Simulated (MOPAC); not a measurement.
MOPAC input (AM1):

```
AM1 FORCE THERMO(298,298) PRECISE LET CHARGE=-1 GEO-OK AUX(PRECISION=9) THREADS=1
C3H2F

C    -1.85768437 1   -0.31640772 1   -0.09054158 1
C    -0.55637403 1   -0.14116309 1   -0.04806318 1
C     0.72430257 1   -0.27683922 1   -0.14488480 1
F     1.69130039 1    0.58231937 1    0.21493811 1
H    -2.46707390 1   -0.02397232 1   -0.95390777 1
H    -2.42001272 1   -0.78102106 1    0.72812043 1
```

Output:

```
 *******************************************************************************
 **                                                                           **
 **                              MOPAC v23.2.5                                **
 **                                                                           **
 *******************************************************************************
 ** MOPAC's Digital Object Identifier: https://doi.org/10.5281/zenodo.6511958 **
 **                                                                           **
 ** Please cite the open-source release paper for use of this MOPAC version:  **
 ** J. E. Moussa and J. J. P. Stewart (2026)                                  **
 ** MOPAC: An open-source semiempirical molecular orbital program             **
 ** J. Open Source Softw., 11(119), 8025, https://doi.org/10.21105/joss.08025 **
 *******************************************************************************

                              AM1 CALCULATION RESULTS

 *******************************************************************************
 *  AM1        - The AM1 Hamiltonian to be used
 *  GEO-OK     - OVERRIDE INTERATOMIC DISTANCE AND OTHER SAFETY CHECKS
 *
 *
 *
 *                 CHARGE ON SYSTEM = -1
 *
 *
 *
 *  LET        - OVERRIDE SOME SAFETY CHECKS
 *  PRECISE    - TIGHTER CRITERIA TO BE USED
 *  FORCE      - FORCE CALCULATION SPECIFIED
 *  AUX        - OUTPUT AUXILIARY INFORMATION
 *  THERMO     - THERMODYNAMIC QUANTITIES TO BE CALCULATED
 *******************************************************************************
AM1 FORCE THERMO(298,298) PRECISE LET CHARGE=-1 GEO-OK AUX(PRECISION=9) THREADS=1
 C3H2F

   ATOM   CHEMICAL          X               Y               Z
  NUMBER   SYMBOL      (ANGSTROMS)     (ANGSTROMS)     (ANGSTROMS)

     1       C         -1.85768437  *  -0.31640772  *  -0.09054158  *
     2       C         -0.55637403  *  -0.14116309  *  -0.04806318  *
     3       C          0.72430257  *  -0.27683922  *  -0.14488480  *
     4       F          1.69130039  *   0.58231937  *   0.21493811  *
     5       H         -2.46707390  *  -0.02397232  *  -0.95390777  *
     6       H         -2.42001272  *  -0.78102106  *   0.72812043  *

          CARTESIAN COORDINATES

    NO.       ATOM           X           Y           Z

     1         C         -1.8577     -0.3164     -0.0905
     2         C         -0.5564     -0.1412     -0.0481
     3         C          0.7243     -0.2768     -0.1449
     4         F          1.6913      0.5823      0.2149
     5         H         -2.4671     -0.0240     -0.9539
     6         H         -2.4200     -0.7810      0.7281

  H: (AM1): M.J.S. DEWAR ET AL, J. AM. CHEM. SOC. 107 3902-3909 (1985)
  C: (AM1): M.J.S. DEWAR ET AL, J. AM. CHEM. SOC. 107 3902-3909 (1985)
  F: (AM1): M.J.S. DEWAR AND E. G. ZOEBISCH, THEOCHEM, 180, 1 (1988).

           Empirical Formula: C3 H2 F  =     6 atoms
[...]
 TRAVEL (Ang.)       0.1389         C 1 -- H 6         +20.4% ( 64.3%)     51.0%
 REDUCED MASS        3.3272         C 1 -- H 5         +20.4% ( 64.3%)     51.0%
 EFFECTIVE MASS     13.6337         C 1 -- C 2         +15.6% ( 56.3%)     68.4%
 FORCE CONSTANT      2.1642

 VIBRATION          8    5A'         ATOM PAIR     ENERGY CONTRIBUTION    RADIAL
 FREQUENCY          1406.71         C 1 -- H 5         +38.0% ( 58.4%)      1.5%
 TRANSITION DIPOLE   0.5128         C 1 -- H 6         +38.0% ( 58.4%)      1.5%
 TRAVEL (Ang.)       0.3248         C 3 -- F 4         +13.1% ( 34.3%)     99.7%
 REDUCED MASS        0.4545         C 2 -- C 3          +6.4% ( 23.9%)      5.7%
 EFFECTIVE MASS      2.9234
 FORCE CONSTANT      0.5298

 VIBRATION          9    6A'         ATOM PAIR     ENERGY CONTRIBUTION    RADIAL
 FREQUENCY          1617.09         C 3 -- F 4         +37.7% ( 82.7%)     95.0%
 TRANSITION DIPOLE   2.2951         C 1 -- C 2         +20.1% ( 60.5%)     99.3%
 TRAVEL (Ang.)       0.0991         C 2 -- C 3         +19.8% ( 59.9%)     72.3%
 REDUCED MASS        4.2461         C 1 -- H 6         +11.2% ( 45.1%)     11.7%
 EFFECTIVE MASS     12.7385         C 1 -- H 5         +11.2% ( 45.1%)     11.7%
 FORCE CONSTANT      6.5420

 VIBRATION         10    7A'         ATOM PAIR     ENERGY CONTRIBUTION    RADIAL
 FREQUENCY          2111.37         C 2 -- C 3         +45.0% ( 86.8%)     93.7%
 TRANSITION DIPOLE   2.5441         C 1 -- C 2         +40.9% ( 82.8%)     99.8%
 TRAVEL (Ang.)       0.0749         C 3 -- F 4          +7.3% ( 35.1%)     86.2%
 REDUCED MASS        5.6868         C 1 -- H 5          +3.4% ( 23.9%)     26.0%
 EFFECTIVE MASS     12.0110
 FORCE CONSTANT     14.9365

 VIBRATION         11    4A"         ATOM PAIR     ENERGY CONTRIBUTION    RADIAL
 FREQUENCY          3142.16         C 1 -- H 6         +49.5% ( 72.4%)     98.1%
 TRANSITION DIPOLE   0.3833         C 1 -- H 5         +49.5% ( 72.4%)     98.0%
 TRAVEL (Ang.)       0.2038         C 1 -- C 2          +1.0% ( 10.2%)      0.0%
 REDUCED MASS        0.5166
 EFFECTIVE MASS      1.5254
 FORCE CONSTANT      3.0052

 VIBRATION         12    8A'         ATOM PAIR     ENERGY CONTRIBUTION    RADIAL
 FREQUENCY          3201.30         C 1 -- H 5         +49.6% ( 69.3%)     96.8%
 TRANSITION DIPOLE   0.0471         C 1 -- H 6         +49.6% ( 69.3%)     96.8%
 TRAVEL (Ang.)       0.2088         C 1 -- C 2          +0.7% (  8.4%)     99.9%
 REDUCED MASS        0.4829
 EFFECTIVE MASS      1.2553
 FORCE CONSTANT      2.9160

      SYMMETRY NUMBER FOR POINT-GROUP Cs  =  1

          SYSTEM IS A GROUND STATE

 C3H2F

          MOLECULE IS NOT LINEAR

          THERE ARE 12 GENUINE VIBRATIONS IN THIS SYSTEM
          THIS THERMODYNAMICS CALCULATION IS LIMITED TO
          MOLECULES WHICH HAVE NO INTERNAL ROTATIONS

                    CALCULATED THERMODYNAMIC PROPERTIES
                                          *
   TEMP. (K)   PARTITION FUNCTION   H.O.F.    ENTHALPY  HEAT CAPACITY ENTROPY
                                   KCAL/MOL   CAL/MOLE    CAL/K/MOL  CAL/K/MOL

 298.00  VIB.     0.2339D+01                   893.1479     6.9615     4.6856
         ROT.     0.2249D+05                   888.2803     2.9808    22.8944
         INT.     0.5261D+05                  1781.4282     9.9423    27.5800
         TRA.     0.4166D+27                  1480.4672     4.9680    38.0427
         TOT.                       11.652    3261.8954    14.9103    65.6227

   *: NOTE: HEATS OF FORMATION ARE RELATIVE TO THE
            ELEMENTS IN THEIR STANDARD STATE AT 298K
              (=  Standard Enthalpy of Formation).

            Hvib:  Zero-point energy is not included.
                   frequencies of less than zero cm-1 are not included.
            Hrot = (3/2)RT
            Htra = (3/2)RT + pV = (5/2)RT

            Heat capacity is Cp, not Cv

          For more information, see: HTTP://OpenMOPAC.net/Manual/thermochemistry.html

           FORCE CONSTANT IN CARTESIAN COORDINATES (Millidynes/A)

    ATOM   CHEMICAL       X               Y               Z
   NUMBER   SYMBOL  FORCE CONSTANT  FORCE CONSTANT  FORCE CONSTANT

      1       C       14.506485        1.494125        8.030539
      2       C       21.712382        1.805423        1.357598
      3       C       15.699520        3.810240        0.664883
      4       F        7.253790        3.109686        0.211217
      5       H        2.229302        0.242704        4.133193
      6       H        2.229490        0.242765        4.132945

 **********************
 *                    *
 * JOB ENDED NORMALLY *
 *                    *
 **********************

 == MOPAC DONE ==
```

The dipole moment of an ion depends on the origin.
